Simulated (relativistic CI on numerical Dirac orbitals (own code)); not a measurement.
# Os⁺: resonant inelastic scattering at the L2,3 edge

Computed with this model: Dirac-Coulomb-Breit CI, KLI orbitals optimised for each configuration, model QED (radiative potential, 1s self-energy scaled to tabulated hydrogen-like ionisation energies), valence Slater integrals scaled by 0.8, Kramers-Heisenberg scattering through one core-hole configuration in a parametric crystal field; configurations [Xe] 4f14 5d7 → [He] 2s2 2p5 3s2 3p6 3d10 4s2 4p6 4d10 4f14 5s2 5p6 5d8; 10 K; core-hole width 3 eV; summed over polarisations. Incident energies are the highest absorption maxima for each field (at most a few, so the weaker spin-orbit partner edge can be absent), on the computed scale of the free ion. Intensities are in per cent of the strongest line above 0.02 eV; levels within 1 cm⁻¹ are merged; final levels count from the ground level, the first row holds all elastic scattering, lines under 0.4 are left out and each table stops after 24 rows. The scale of the Slater integrals is a model choice and moves the terms in proportion. The configuration is assumed, with all valence electrons in the open shell; the free ion's ground configuration is another.

Field parameters in Wybourne normalisation: Oh B⁴₀ = 21Dq, B⁴₄ = √(5/14) B⁴₀. The field is a parameter set, without covalency.

S is read from ⟨S²⟩ = S(S + 1).

Oh, 10Dq = 4050 cm⁻¹:

```csv
Final level (eV),Degeneracy,Irrep,S,10869.2 eV
0.000,2,Γ6,1.45,417.7
0.077,4,Γ8,1.42,100.0
0.248,4,Γ8,1.37,15.3
0.667,2,Γ7,1.48,2.3
0.792,4,Γ8,1.37,16.5
0.899,2,Γ6,1.47,10.3
0.973,4,Γ8,1.32,5.5
1.039,2,Γ7,1.38,0.7
1.330,4,Γ8,1.07,10.4
1.379,4,Γ8,0.88,6.4
1.546,4,Γ8,1.02,5.9
1.658,4,Γ8,1.01,7.7
1.659,2,Γ7,1.36,5.2
1.796,4,Γ8,1.46,20.4
1.807,2,Γ6,0.63,10.4
1.961,2,Γ6,0.99,0.5
2.027,4,Γ8,0.71,2.3
2.042,2,Γ6,0.81,4.9
2.268,4,Γ8,0.69,12.5
2.331,2,Γ7,0.54,6.5
2.337,4,Γ8,0.61,1.8
2.399,2,Γ6,0.52,3.7
2.616,4,Γ8,0.90,2.7
2.706,4,Γ8,0.72,1.0
```

Oh, 10Dq = 9100 cm⁻¹:

| Final level (eV) | Degeneracy | Irrep | S | 10869.5 eV |
| --- | --- | --- | --- | --- |
| 0.000 | 2 | Γ6 | 1.46 | 573.1 |
| 0.045 | 4 | Γ8 | 1.27 | 100.0 |
| 0.241 | 4 | Γ8 | 1.32 | 46.7 |
| 0.642 | 2 | Γ7 | 1.49 | 7.4 |
| 0.937 | 4 | Γ8 | 1.05 | 16.7 |
| 1.066 | 4 | Γ8 | 1.07 | 28.6 |
| 1.355 | 2 | Γ6 | 1.39 | 31.7 |
| 1.403 | 2 | Γ7 | 1.17 | 2.6 |
| 1.428 | 4 | Γ8 | 1.34 | 33.3 |
| 1.642 | 4 | Γ8 | 0.90 | 6.9 |
| 1.676 | 4 | Γ8 | 0.89 | 16.4 |
| 1.875 | 2 | Γ6 | 0.69 | 1.7 |
| 1.929 | 2 | Γ7 | 1.17 | 7.9 |
| 2.090 | 4 | Γ8 | 1.01 | 27.1 |
| 2.107 | 2 | Γ6 | 0.73 | 3.3 |
| 2.278 | 4 | Γ8 | 1.26 | 9.6 |
| 2.296 | 2 | Γ7 | 1.18 | 0.9 |
| 2.467 | 4 | Γ8 | 1.31 | 1.4 |
| 2.521 | 2 | Γ6 | 0.96 | 15.0 |
| 2.683 | 4 | Γ8 | 0.96 | 13.8 |
| 2.762 | 2 | Γ7 | 0.64 | 8.9 |
| 2.860 | 4 | Γ8 | 0.74 | 3.2 |
| 2.913 | 2 | Γ6 | 0.65 | 10.9 |
| 3.045 | 4 | Γ8 | 0.89 | 4.1 |

For the first field the strongest loss at the lowest incident energy is the level at 0.08 eV (S = 1.42, against 1.45 in the thermal ground state). Levels of other spin, the first over 8 % at 1.81 eV, appear because spin-orbit coupling of the core hole, and in heavier ions of the valence shell too, mixes spins.
